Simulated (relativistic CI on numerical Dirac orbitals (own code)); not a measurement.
Method of calculation: Dirac-Coulomb-Breit CI, separate exchange-only KLI orbitals for each configuration, model QED, unscaled Slater integrals (own radial code, finite nucleus).

The strongest absorption lines from the ground level of an ion, among the configurations computed and to levels below about 488 eV (vacuum wavelength in Å, gf): 25.386 (0.096), 29.615 (0.74), 29.861 (0.16), 30.790 (0.25), 35.300 (2.4), 35.851 (0.14), 41.266 (0.18), 41.670 (0.082).

Task: Which ion is it?
A. Sc11+
B. K11+
C. P5+
D. K9+

Result: D. K9+ has 10 electrons and the ground level 2s²2p⁶ ¹S0; the strongest line goes to 2s²2p⁵3d ¹P°1. The pattern of lines fixes the number of electrons, and along that sequence the line energies rise steadily with the charge (about as its square where n changes within one kind of shell, about linearly where n is kept but much faster in heavy ions where fine structure, which grows about as Z⁴, sets the gap, and irregularly where shells cross), which fixes Z. Configurations outside the model, such as inner-shell arrays, can give stronger lines. At this charge energies of transitions that change n are usually good to better than 1 %, and those within a shell (Δn = 0) to a few per cent.

LS names give the leading component of a level, which can be under half, so a name can repeat, a term be missing and a line seem to break the LS rules.
